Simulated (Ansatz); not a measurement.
Computed with Ansatz on PBE0-D4/def2-TZVP structures; ΔE is electronic, products minus reactants. CBS: MP2 limit from def2 TZ/QZ plus the TZ coupled-cluster correction, frozen cores. This one scheme is used for every species, atoms too. No spin–orbit coupling; open shells (•) take unrestricted orbitals. Spin–orbit coupling would lower the free atoms: a little for Cl. Elements past krypton have def2 core potentials. For Sn outer-core shells are correlated without core-valence functions, so the limit isn't a true one: a few kJ/mol of doubt a bond, and 10 to 20 or more in all where bonds break to atoms. Each species was taken in one conformer, which may not be the lowest.

Consider the homolysis of the Cl–Sn bond: `[CH3][Sn]([OH])([Cl])[Cl]` → Cl• + `[CH3][Sn]([OH])[Cl]`•.

| species | CCSD/def2-TZVPP energy (Eh) |
| --- | --- |
| `[CH3][Sn]([OH])([Cl])[Cl]` | -1248.76763 |
| Cl• | -459.65888 |
| `[CH3][Sn]([OH])[Cl]`• | -788.96874 |

(1) Work out ΔE.

Largest T1 diagnostic among the species: 0.016.

Results:

(1) ΔE = (-459.65888) + (-788.96874) − (-1248.76763) = 0.14001 Eh = +367.6 kJ/mol. CCSD(T)/CBS gives +395.7 kJ/mol.

In def2-TZVPP, CCSD(T) changes the Hartree–Fock value by +90.2 kJ/mol (the triples alone add +9.5 kJ/mol) and MP2 by +113.0 kJ/mol; breaking electron pairs costs correlation energy, which Hartree–Fock lacks. At CCSD(T), def2-SVP lies −36.3 kJ/mol from the extrapolated value and def2-TZVPP −18.7 kJ/mol: correlation converges slowly with the basis, and small sets miss more of it in the bonded molecule than in its fragments.
